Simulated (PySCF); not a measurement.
# Orbital picture of GaH

MN15 at R = 1.680 Å; basis Ga x2c-SVPall, H x2c-SVPall; spin-free X2C with a Gaussian nucleus; PySCF 2.14. State: ¹Σ⁺ (singlet), closed shell. Only the outer orbitals are listed, counted within each symmetry.

```csv
orbital,occ.,ε (eV),on Ga (%),main shells (%)
1δ,2,-23.96,100,100 Ga d
1δ,2,-23.96,100,100 Ga d
3π,2,-23.71,100,100 Ga d
3π,2,-23.71,100,100 Ga d
6σ,2,-23.68,100,100 Ga d
7σ,2,-11.68,75,"72 Ga s, 25 H s"
8σ,2,-6.50,65,"40 Ga p, 35 H s, 23 Ga s"
4π,0,-1.29,100,100 Ga p
4π,0,-1.29,100,100 Ga p
9σ,0,2.76,72,"62 Ga p, 28 H s"
```

Q: Which are the highest filled and the lowest empty level, where do they sit, and how wide is the gap?

A: Highest filled 8σ at -6.50 eV (in %: 40 Ga p, 35 H s, 23 Ga s); lowest empty 4π at -1.29 eV (in %: 100 Ga p); the gap at MN15 is 5.21 eV.

* bond order (Mayer): 0.92
* ⟨S²⟩: 0.000
* charge on Ga (Mulliken, basis-dependent): 0.20
* charge on Ga (Löwdin, basis-dependent): 0.16
* dipole moment (positive dipole means Ga(−)H(+)): -0.30 D
